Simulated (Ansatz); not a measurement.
Geometry optimisation, RKS CAM-B3LYP/STO-3G in Ansatz 0.2.0.

The input (input.yaml):

```yaml
crystal:
  periodic: [false, false, false]
  atoms:
    - { symbol: Si, position_ang: [0.0, 0.0, 0.0] }
    - { symbol: "N", position_ang: [0.0, 0.0, 1.82] }
    - { symbol: H, position_ang: [-0.877, -0.2713, 2.35] }
    - { symbol: H, position_ang: [0.877, 0.2713, 2.35] }
    - { symbol: O, position_ang: [1.5842, 0.0, -0.5594] }
    - { symbol: C, position_ang: [2.3503, -1.1632, -0.836] }
    - { symbol: H, position_ang: [1.7187, -1.9052, -1.3675] }
    - { symbol: H, position_ang: [3.2179, -0.8926, -1.4733] }
    - { symbol: H, position_ang: [2.7141, -1.6023, 0.1163] }
    - { symbol: H, position_ang: [-0.6877, 1.1914, -0.4862] }
    - { symbol: C, position_ang: [-0.8808, -1.5259, -0.6227] }
    - { symbol: H, position_ang: [-1.3804, -2.0377, 0.2261] }
    - { symbol: H, position_ang: [-1.6409, -1.2332, -1.3768] }
    - { symbol: H, position_ang: [-0.1449, -2.2146, -1.0879] }
basis:
  gaussian: { orbitals: STO-3G }
hamiltonian:
  xc: cam_b3lyp
relax:
  f_tol: 0.02
  max_steps: 40
output:
  orbitals: {}
```

Command:

```bash
$ ansatz run input.yaml --threads 1 --pin off --max-ram 2048MiB --backend cpu --events-out ev --progress --plain --runs-dir out
```

**Question.** Where does it end, and by what steps?

**Answer.** The forces met the threshold. Limits of this set-up: minimal basis. After 25 steps the energy has fallen by 0.751 eV; H3 moved furthest, 1.63 Å.

```
step  energy less start (eV)  largest force component (eV/Å)  accepted
   0                  0.0000                           2.494       yes
   1                 -0.4469                           1.368       yes
   2                 -0.5485                           0.319       yes
   3                 -0.6026                           0.346       yes
   4                 -0.6340                           0.744       yes
   5                 -0.6682                           0.370       yes
   6                 -0.6820                           0.316       yes
   7                 -0.6937                           0.121       yes
   8                 -0.7002                           0.109       yes
   9                 -0.6220                           1.291        no
  10                 -0.7056                           0.075       yes
  11                 -0.7085                           0.197       yes
  12                 -0.7126                           0.169       yes
  13                 -0.7193                           0.232       yes
  14                 -0.7062                           0.624        no
  15                 -0.7234                           0.089       yes
  16                 -0.7262                           0.150       yes
  17                 -0.7297                           0.179       yes
  18                 -0.7318                           0.254       yes
  19                 -0.7349                           0.388       yes
  20                 -0.7394                           0.193       yes
  21                 -0.7459                           0.338       yes
  22                 -0.7490                           0.186       yes
  23                 -0.7506                           0.106       yes
  24                 -0.7512                           0.022       yes
  25                 -0.7513                           0.017       yes
```

```xyz
14
Properties=species:S:1:pos:R:3
Si -0.045 -0.017 -0.005
N 0.128 -0.214 1.707
H 0.483 -1.123 2.054
H 0.609 0.541 2.226
O 1.437 0.130 -0.846
C 2.257 -1.060 -0.736
H 1.789 -1.964 -1.179
H 3.199 -0.874 -1.284
H 2.532 -1.313 0.310
H -0.682 1.250 -0.252
C -1.050 -1.459 -0.637
H -2.077 -1.395 -0.267
H -1.089 -1.467 -1.730
H -0.641 -2.418 -0.309
```

Time of the run: 34 s on 1 thread of AMD EPYC 9R45 96-Core Processor (Zen 5), on a shared host, peak memory 0.17 GiB.
